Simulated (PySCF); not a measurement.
**Ionisation energy of As²⁺ by level of theory**

As²⁺ [Ar] 3d10 4s2 4p1 (2P) → As³⁺ [Ar] 3d10 4s2 (1S), as a difference of total energies. All numbers are calculated (PySCF 2.14, scalar relativity through the core potential, in aug-cc-pVTZ-PP with ECP10MDF). Correlated levels: valence: 3s2 3p6 3d10 frozen. The calculations carry no spin-orbit coupling.

```json
{"method": "UHF", "ionisation energy (eV)": "27.481"}
{"method": "MP2 (valence)", "ionisation energy (eV)": "27.742"}
{"method": "SCS-MP2 (valence)", "ionisation energy (eV)": "27.732"}
{"method": "CCSD (valence)", "ionisation energy (eV)": "27.822"}
{"method": "CCSD(T) (valence)", "ionisation energy (eV)": "27.842"}
{"method": "CCSDT (valence)", "ionisation energy (eV)": "27.848"}
```

**Question.** How much does correlation contribute at CCSD(T) (valence)?

**Answer.** 27.842 − (27.481) = 0.361 eV, measured against UHF.

The reference lies between the lowest fine-structure levels, while these numbers refer to the centres of the terms.

Errors of the correlated levels include the incompleteness of this basis and the frozen core.

For comparison: 28.349 ± 0.012 eV (measured; NIST Atomic Spectra Database, ionization energies).
